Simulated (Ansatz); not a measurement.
The cluster CuO2. Total charge 0; doublet. Geometry r2SCAN-D4/def2-TZVPD, that of the charge -1 singlet.

| atom | x (Å) | y (Å) | z (Å) |
| --- | --- | --- | --- |
| Cu1 | -0.0889 | 0.0808 | -0.0578 |
| O2 | 0.8851 | 1.2866 | 0.5917 |
| O3 | -0.7962 | -1.3674 | -0.5340 |

At PBE-D4/def2-TZVPD, r2SCAN-D4/def2-TZVPD, PBE0-D4/def2-TZVPD the charge 0 doublet is spin-contaminated (final ⟨S²⟩ up to 1.71, 0.75 for a pure state). The structure comes from a short search, and lower isomers may exist.

(1) Estimate the α-spin orbital energies around the gap (eV) in Ansatz with PBE-D4/def2-TZVPD, r2SCAN-D4/def2-TZVPD, PBE0-D4/def2-TZVPD.

## Answers

(1) 
```csv
orbital,PBE-D4/def2-TZVPD,r2SCAN-D4/def2-TZVPD,PBE0-D4/def2-TZVPD
HOMO−5,-9.82,-9.93,-12.04
HOMO−4,-9.33,-9.72,-11.26
HOMO−3,-9.13,-9.58,-11.20
HOMO−2,-8.85,-9.13,-10.64
HOMO−1,-7.88,-7.93,-9.28
HOMO,-7.50,-7.77,-9.07
LUMO,-6.78,-5.81,-4.42
LUMO+1,-1.48,-1.02,-0.65
LUMO+2,-0.27,0.19,0.46
LUMO+3,-0.18,0.35,0.48
LUMO+4,0.66,1.30,1.12
LUMO+5,1.71,2.21,2.33
β HOMO,-7.79,-7.86,-8.91
β LUMO,-6.72,-6.25,-5.09
```
